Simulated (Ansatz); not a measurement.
Basis-set extrapolation for `C[O][AlH][NH2]` (PBE0-D4/def2-TZVP geometry, frozen core, Ansatz 0.2.0). Multiplicity 1, RHF reference.

```json
{"": "HF", "def2-TZVPP": "-412.755324", "def2-QZVPP": "-412.771698"}
{"": "MP2 correlation", "def2-TZVPP": "-0.708462", "def2-QZVPP": "-0.760653"}
{"": "CCSD(T) correlation", "def2-TZVPP": "-0.765897", "def2-QZVPP": "-0.813435"}
```

Energies in hartree. Use E(X) = E(∞) + A·exp(−7.88·√X) for Hartree–Fock and E(X) = E(∞) + B·X^(−2.97) for correlation, with X = 3 and 4.

What is the CCSD(T) energy at the basis-set limit?

HF limit: -412.771698 + (-0.016374) × 0.13774 = -412.77395. Correlation limit: -0.813435 + (-0.047538) × 0.74074 = -0.84865. Total: -413.62260 hartree, 63.6 kcal/mol below CCSD(T)/def2-TZVPP.
